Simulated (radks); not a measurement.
Values are calculated unless marked as measured or tabulated.
Valence configurations of Zn2+ (all share [Ar]). Code: a radial shooting solver on a logarithmic mesh with Libxc functionals. Model: scalar-relativistic Kohn-Sham, PBEsol, spin-polarised, spherical densities, point nucleus; open shells are filled with parallel spins first. Energies are relative to 3d10; eigenvalues in eV for spin up.

\begin{tabular}{lrrrrr}
valence & E (eV) & moment (Bohr magnetons) & e(3d) & e(4p) & e(4s) \\ \hline
3d10 & 0.000 & 0 & -30.836 & - & - \\
3d9 4p1 & 17.524 & 2 & -40.065 & -18.851 & - \\
3d9.5 4s0.5 & 4.335 & 1 & -34.606 & - & -24.526 \\
3d8 4s2 & 24.343 & 2 & -47.067 & - & -28.007 \\
3d9 4s1 & 9.435 & 2 & -38.569 & - & -26.101 \\
3d9.5 4p0.5 & 8.196 & 1 & -35.372 & -17.250 & - \\
3d7.5 4s2 4p0.5 & 37.710 & 3 & -52.397 & -20.881 & -29.930 \\
3d7.5 4s1.5 4p1 & 41.337 & 4 & -53.100 & -21.648 & -30.770 \\
\end{tabular}

NIST lists [Ar] 3d10 as the ground configuration; this level of theory agrees among the configurations tried. The energies are those of spherical high-spin densities, not of single terms.
